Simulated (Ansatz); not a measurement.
Geometry optimisation, DFT PBE, scalar-relativistic, plane waves, PAW in Ansatz 0.2.0.

Input:

```yaml
crystal:
  lattice:
    - [6.42, 0.0, 0.0]
    - [-4.815, 8.339825, 0.0]
    - [0.0, 0.0, 5.21304]
  atoms:
    - { symbol: Mg, position: [0.0, 0.0, 0.0] }
    - { symbol: Mg, position: [0.1666667, 0.2222222, 0.5] }
    - { symbol: Mg, position: [0.0, 0.3333333, 0.0] }
    - { symbol: Mg, position: [0.1666667, 0.5555556, 0.5] }
    - { symbol: Mg, position: [0.0, 0.6666667, 0.0] }
    - { symbol: Mg, position: [0.1666667, 0.8888889, 0.5] }
    - { symbol: Mg, position: [0.5, 0.0, 0.0] }
    - { symbol: Mg, position: [0.6666667, 0.2222222, 0.5] }
    - { symbol: Mg, position: [0.5, 0.3333333, 0.0] }
    - { symbol: Mg, position: [0.6666667, 0.5555556, 0.5] }
    - { symbol: Mg, position: [0.5, 0.6666667, 0.0] }
    - { symbol: Mg, position: [0.6666667, 0.8888889, 0.5] }
    - { symbol: F, position: [0.3305242, 0.77668, 0.2460371] }
basis:
  ecutwfc: 420.0
kpoints:
  mp_grid: { grid: [3, 2, 3] }
hamiltonian:
  xc: pbe
scf:
  occupations: { method: fermi_dirac, width: 0.05 }
  lower_state_search: "off"
relax:
  f_tol: 0.08
  max_steps: 25
  adjacent_minimum: "off"
output:
  write_density: true
  write_potential: true
  elf: true
  volumetric_format: npy
```

Run as:

```bash
$ ansatz run input.yaml --threads 2 --pin off --max-ram 5120MiB --backend cpu --events-out ev --progress --plain --runs-dir out
```

Q: Where does it end, and by what steps?

A: The forces met the threshold. The force dipped under the threshold on the way, but the program's further checks kept it going. Limits of this set-up: coarse k mesh, odd electron count without spin, a small cell, in which the defect meets its images. After 9 steps the energy has fallen by 0.115 eV; Mg6 moved furthest, 0.11 Å.

| step | energy less start (eV) | largest force component (eV/Å) | accepted |
| --- | --- | --- | --- |
| 0 | 0.0000 | 0.361 | yes |
| 1 | -0.1038 | 0.121 | yes |
| 2 | -0.1106 | 0.053 | yes |
| 3 | -0.1133 | 0.014 | yes |
| 4 | -0.1134 | 0.012 | yes |
| 5 | -0.1135 | 0.013 | yes |
| 6 | -0.1136 | 0.016 | yes |
| 7 | -0.1139 | 0.021 | yes |
| 8 | -0.1125 | 0.107 | no |
| 9 | -0.1153 | 0.031 | yes |

```xyz
13
Lattice="6.4200 0.0000 0.0000 -4.8150 8.3398 0.0000 0.0000 0.0000 5.2130" Properties=species:S:1:pos:R:3
Mg -0.001 0.036 0.071
Mg 0.021 1.880 2.611
Mg -1.582 2.758 0.050
Mg -1.602 4.567 2.662
Mg -3.229 5.534 -0.031
Mg -3.260 7.455 2.698
Mg 3.212 0.067 -0.041
Mg 3.194 1.869 2.561
Mg 1.594 2.762 0.005
Mg 1.602 4.607 2.552
Mg 0.056 5.533 -0.074
Mg 0.031 7.449 2.651
F -1.654 6.442 1.206
```

Time of the run: 20 s on 2 threads of AMD EPYC 9R45 96-Core Processor (Zen 5), with other jobs on the host, peak memory 0.69 GiB.
